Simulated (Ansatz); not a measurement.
## Relaxing a trial structure of Br2Cl2Ti

The starting geometry of this gas-phase triplet was optimised with GFN2-xTB as a singlet.

```csv
atom,x (Å),y (Å),z (Å)
Br,-2.4362,-0.8194,-1.0840
Br,0.1462,2.7852,0.2305
Cl,1.1720,-0.4214,-1.0683
Cl,1.9783,-1.5942,0.3596
Ti,-0.8604,0.0498,1.5623
```

Task: Predict what becomes of its bonds when it is optimised with PBE0-D4/def2-SVP.

Result: A new bond forms, giving a structure given below by its coordinates. Distances that change by over a tenth: Br1–Ti5 (3.20 → 2.34 Å), Br2–Ti5 (3.20 → 2.34 Å), Cl3–Cl4 (2.02 → 2.63 Å), Cl3–Ti5 (3.36 → 2.37 Å). Contacts that close: Cl4–Ti5 (3.49 → 2.37 Å).

The energy falls by 6.66 eV over 19 steps:

```csv
step,E − E(last) (eV)
1,6.663
3,4.364
5,3.340
7,3.094
9,2.621
11,1.355
13,0.910
15,0.345
17,0.021
19,0.000
```

Final geometry (Å):

```xyz
5

Br   -2.3637   -0.8273   -0.1900
Br   -0.1087    2.3050    0.9926
Cl    1.2827   -0.2980   -1.6519
Cl    1.4492   -1.3349    0.7643
Ti   -0.2595    0.1551    0.0850
```

No frequencies were run, so the end isn't proven a minimum. Open shells are spin-unrestricted. The triplet needn't be the ground state. Run with Ansatz 0.2.0, 12 min on 2 threads of AMD EPYC 7R43 64-Core Processor (Zen 3), on a shared host.
